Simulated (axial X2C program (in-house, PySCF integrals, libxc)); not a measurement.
## ZnGa along the bond: PW91, 2c

Calculated with an in-house relativistic program for diatomic molecules. Two-component (2c) means X2C with spin–orbit coupling and atomic mean-field two-electron Coulomb and Gaunt terms. Basis: Ga dyall-cv3z [9s9p7d4f1g], Zn dyall-cv3z [9s10p6d3f2g] (cores contracted in-house); Gaussian nuclei, density fitting, unrestricted open shells. Masses: Ga 68.926 u, Zn 63.929 u.

State: Ω = 1/2 (⟨Sz⟩ = -0.50, ⟨Lz⟩ = 1.00 at PW91). Dipoles are positive if Zn is the positive end.

```json
{"R (Å)": "2.339", "μ (D)": "0.336", "HOMO (eV)": "-3.41", "LUMO (eV)": "-3.34"}
{"R (Å)": "2.446", "μ (D)": "0.319", "HOMO (eV)": "-3.34", "LUMO (eV)": "-3.26"}
{"R (Å)": "2.527", "μ (D)": "0.306", "HOMO (eV)": "-3.29", "LUMO (eV)": "-3.21"}
{"R (Å)": "2.607", "μ (D)": "0.295", "HOMO (eV)": "-3.24", "LUMO (eV)": "-3.17"}
{"R (Å)": "2.688", "μ (D)": "0.284", "HOMO (eV)": "-3.20", "LUMO (eV)": "-3.13"}
{"R (Å)": "2.782", "μ (D)": "0.275", "HOMO (eV)": "-3.16", "LUMO (eV)": "-3.09"}
{"R (Å)": "2.876", "μ (D)": "0.266", "HOMO (eV)": "-3.12", "LUMO (eV)": "-3.05"}
{"R (Å)": "2.997", "μ (D)": "0.258", "HOMO (eV)": "-3.08", "LUMO (eV)": "-3.01"}
{"R (Å)": "3.145", "μ (D)": "0.250", "HOMO (eV)": "-3.04", "LUMO (eV)": "-2.97"}
{"R (Å)": "3.360", "μ (D)": "0.236", "HOMO (eV)": "-3.00", "LUMO (eV)": "-2.93"}
```

The minimum lies at 2.622 Å. What is the dipole moment there, and its slope?

At PW91, 2c, with the sign and origin stated: μ = 0.29 D, dμ/dR = -0.13 D/Å.

The state is a single determinant with fixed occupations, the lowest that a limited PBE0 search found. Density functionals use the spin component along the axis (collinear). PBE0 can misorder states that lie within some tenths of an eV, so this need not be the ground state of the molecule. The nearest other 2c determinant of the search, Ω = 3/2, lies 0.07 eV up at the distance of the search. Without a current term, density functionals place determinants with orbital angular momentum somewhat too high.
